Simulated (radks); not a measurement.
The numbers below are computed, except where a source is named.
N V, configuration 1s1 2s1 3d1 (not the ground configuration). Level of theory: non-relativistic Kohn-Sham, RPBE, spin-polarised, spherical densities, point nucleus; open shells are filled with parallel spins first (a radial shooting solver on a logarithmic mesh with Libxc functionals).

Unscreened Slater integrals over Kohn-Sham orbitals (cm^-1). They are taken over the spin-up orbitals.

| integral | value |
|---|---|
| F0(3d,3d) | 102300 |
| F2(3d,3d) | 53027 |
| F4(3d,3d) | 34334 |
| F0(3d,2s) | 127200 |
| G2(3d,2s) | 35967 |
| F0(3d,1s) | 133580 |
| G2(3d,1s) | 691.95 |
| F0(2s,2s) | 209550 |
| F0(2s,1s) | 292330 |
| G0(2s,1s) | 27260 |
| F0(1s,1s) | 955350 |

Derived for the open shells (J is the average intra-shell exchange parameter used in DFT+U). 3d: Racah B = F2/49 - 5 F4/441 = 692.9 cm^-1, C = 35 F4/441 = 2725 cm^-1, C/B = 3.93, F4/F2 = 0.647, J = (F2 + F4)/14 = 6240 cm^-1.
